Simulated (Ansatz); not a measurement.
C₂H₅FSSi (`FC1C[SiH2]S1`), relaxed with RKS PBE-D4/def2-SVP in the Gaussian-basis code of Ansatz from a rough embedded geometry. The force threshold is 0.03 eV/Å; the program also tests the step.

The species carries charge 0 and has multiplicity 1.

Start:

```xyz
10

F    -1.094   -0.949   -1.432
C    -0.811    0.250   -0.879
C     0.668    0.404   -0.431
Si    0.337   -0.532    1.236
S    -1.552    0.322    0.821
H    -1.130    1.113   -1.503
H     1.407   -0.035   -1.039
H     0.986    1.475   -0.185
H     0.233   -2.013    1.014
H     0.956   -0.036    2.398
```

(1) How much energy does the relaxation release, and in how many steps? (Best estimate.)

(2) Which bonds change most? (An estimate is asked.)

(3) Give the relaxed structure. (Best estimate.)

Answers

(1) Ansatz gave: 51.80 kJ/mol, in 8 steps.

(2) Ansatz gave: Si4–H10 from 1.407 to 1.504 Å; Si4–S5 from 2.114 to 2.173 Å; C3–H7 from 1.053 to 1.108 Å; C3–Si4 from 1.940 to 1.901 Å.

(3) The calculation gave: 
```xyz
10

F    -1.090   -0.641   -1.775
C    -0.812    0.350   -0.856
C     0.670    0.286   -0.426
Si    0.300   -0.534    1.249
S    -1.734    0.044    0.748
H    -1.143    1.318   -1.292
H     1.284   -0.251   -1.177
H     1.092    1.302   -0.288
H     0.551   -2.013    1.356
H     0.882    0.138    2.462
```
